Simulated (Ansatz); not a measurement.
`O[SiH](O)[Si](F)(F)F` + HI → `F[Si](F)(F)I` + `O[SiH2]O`  (cleavage of the Si–Si bond)

Gas-phase electronic energies from Ansatz, PBE0-D4/def2-TZVP geometries. CBS: MP2 limit from def2 TZ/QZ plus the TZ coupled-cluster correction, frozen cores. Functionals use def2-TZVPP. B3LYP here is the variant with VWN-RPA as its local correlation; programs differ in this. def2 core potentials past Kr. For I outer-core shells are correlated without core-valence functions, which leaves a few kJ/mol of doubt a bond. Each species was taken in one conformer, which may not be the lowest.

```json
{"level": "PBE-D4", "ΔE (kJ/mol)": "-79.7", "difference from CCSD(T)/CBS": "16.8"}
{"level": "r2SCAN-D4", "ΔE (kJ/mol)": "-92.7", "difference from CCSD(T)/CBS": "3.8"}
{"level": "PBE0-D4", "ΔE (kJ/mol)": "-85.8", "difference from CCSD(T)/CBS": "10.7"}
{"level": "B3LYP-D4", "ΔE (kJ/mol)": "-84.4", "difference from CCSD(T)/CBS": "12.1"}
{"level": "ωB97X-V", "ΔE (kJ/mol)": "-88.4", "difference from CCSD(T)/CBS": "8.1"}
{"level": "ωB97M-V", "ΔE (kJ/mol)": "-95.8", "difference from CCSD(T)/CBS": "0.7"}
{"level": "B2PLYP", "ΔE (kJ/mol)": "-93.1", "difference from CCSD(T)/CBS": "3.4"}
{"level": "PBE", "ΔE (kJ/mol)": "-81.3", "difference from CCSD(T)/CBS": "15.2"}
{"level": "r2SCAN", "ΔE (kJ/mol)": "-93.7", "difference from CCSD(T)/CBS": "2.8"}
{"level": "PBE0", "ΔE (kJ/mol)": "-87.5", "difference from CCSD(T)/CBS": "9.0"}
{"level": "B3LYP", "ΔE (kJ/mol)": "-86.5", "difference from CCSD(T)/CBS": "10.0"}
{"level": "HF/def2-TZVPP", "ΔE (kJ/mol)": "-98.9", "difference from CCSD(T)/CBS": "-2.4"}
{"level": "MP2/def2-TZVPP", "ΔE (kJ/mol)": "-104.7", "difference from CCSD(T)/CBS": "-8.2"}
{"level": "SCS-MP2/def2-TZVPP", "ΔE (kJ/mol)": "-100.3", "difference from CCSD(T)/CBS": "-3.8"}
{"level": "CCSD/def2-TZVPP", "ΔE (kJ/mol)": "-90.6", "difference from CCSD(T)/CBS": "5.9"}
{"level": "CCSD(T)/def2-TZVPP", "ΔE (kJ/mol)": "-90.7", "difference from CCSD(T)/CBS": "5.8"}
{"level": "HF/def2-QZVPP", "ΔE (kJ/mol)": "-100.1", "difference from CCSD(T)/CBS": "-3.6"}
{"level": "MP2/def2-QZVPP", "ΔE (kJ/mol)": "-108.5", "difference from CCSD(T)/CBS": "-12.0"}
{"level": "SCS-MP2/def2-QZVPP", "ΔE (kJ/mol)": "-103.6", "difference from CCSD(T)/CBS": "-7.1"}
{"level": "HF/CBS(def2)", "ΔE (kJ/mol)": "-100.3", "difference from CCSD(T)/CBS": "-3.8"}
{"level": "MP2/CBS(def2)", "ΔE (kJ/mol)": "-110.6", "difference from CCSD(T)/CBS": "-14.1"}
{"level": "CCSD/CBS(def2)", "ΔE (kJ/mol)": "-96.5", "difference from CCSD(T)/CBS": "0.0"}
{"level": "CCSD(T)/CBS", "ΔE (kJ/mol)": "-96.5", "difference from CCSD(T)/CBS": "0"}
```

Largest T1 diagnostic among the species: 0.012.

From PBE to PBE0 (25 % exact exchange), in def2-TZVPP and without D4, ΔE moves by −6.2 kJ/mol.
